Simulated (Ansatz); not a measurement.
Born–Oppenheimer molecular dynamics of a periodic cell of 17 atoms, LiMo16 (host Mo, host structure bcc, interstitial Li). It goes on from the last frame of an earlier run, with new velocities.

Computed with Ansatz, DFT PBE-D3(BJ), scalar-relativistic, plane waves, PAW. Settings: accuracy low, cutoff 420 eV, k mesh 2x2x2, fermi-dirac smearing 0.05 eV, no spin polarisation.

| Property | Result |
| --- | --- |
| ensemble | NVT, Nosé–Hoover chain |
| time step | 3 fs |
| steps asked | 160 |
| set temperature | 2100 K |
| thermostat | time constant 50 fs, chain length 1 |
| seed | 690115 |

First frame:

```xyz
17
Lattice="6.3000 0.0000 0.0000 0.0000 6.3000 0.0000 0.0000 0.0000 6.3000" Properties=species:S:1:pos:R:3
Mo 0.142 -0.172 0.518
Mo 3.178 0.011 0.122
Mo -0.019 2.904 -0.050
Mo 0.120 0.156 3.014
Mo 1.685 1.631 1.503
Mo 3.094 2.967 0.002
Mo 3.194 0.025 3.126
Mo 4.574 1.573 1.442
Mo -0.137 3.166 3.182
Mo 1.722 4.721 1.669
Mo 1.474 1.625 4.704
Mo 3.008 3.076 3.060
Mo 4.692 4.738 1.655
Mo 4.459 1.797 4.665
Mo 1.508 4.790 4.608
Mo 4.465 4.748 4.541
Li 5.788 0.214 4.976
```

What does the run give?

All steps were run.

```json
{"steps done": "160", "time covered": "480 fs", "mean temperature over the second half": "2028 K", "spread of the potential energy over the second half": "34.7 meV per atom", "mean potential energy of the second half above the start": "89.1 meV per atom"}
```

The conserved energy stayed within 2.1 meV per atom of its start (net change 1 meV per atom), so the integration is sound. A run of 0.48 ps of so small a system gives no equilibrium averages. Limits of this set-up: coarse k mesh, low accuracy level.

What happens to the structure?

Mean squared displacements from the first frame to the last, about the centre of mass: Mo 0.11 Å², Li 21.93 Å². This is one draw of velocities; another would differ in detail.

How do temperature and energy run in time?


```
time (fs)  T (K)  potential energy less start (eV)  conserved less start (meV/atom)
      0.0   2100                             0.000                             0.00
     24.0   1904                             0.472                             0.17
     48.0   1556                             1.445                             0.21
     72.0   1343                             2.410                             0.47
     96.0   2248                             1.789                             1.18
    120.0   3028                             1.898                             1.06
    144.0   2161                             4.359                             0.89
    168.0   2873                             3.249                             0.99
    192.0   2872                             2.794                             0.77
    216.0   1550                             4.636                             1.47
    240.0   1999                             3.217                             0.86
    264.0   2549                             1.462                             0.76
    288.0   2142                             1.238                             0.76
    312.0   1588                             1.581                             0.43
    336.0   1801                             0.686                             0.43
    360.0   1395                             1.336                             0.58
    384.0   1524                             1.314                             0.32
    408.0   2149                             0.865                             0.50
    432.0   2043                             2.076                             0.88
    456.0   2633                             1.840                             0.61
    480.0   2447                             2.882                             1.02
```

The run took 19 min on 2 threads of Arm Neoverse V2, with other jobs on the host, peak memory 0.98 GiB.
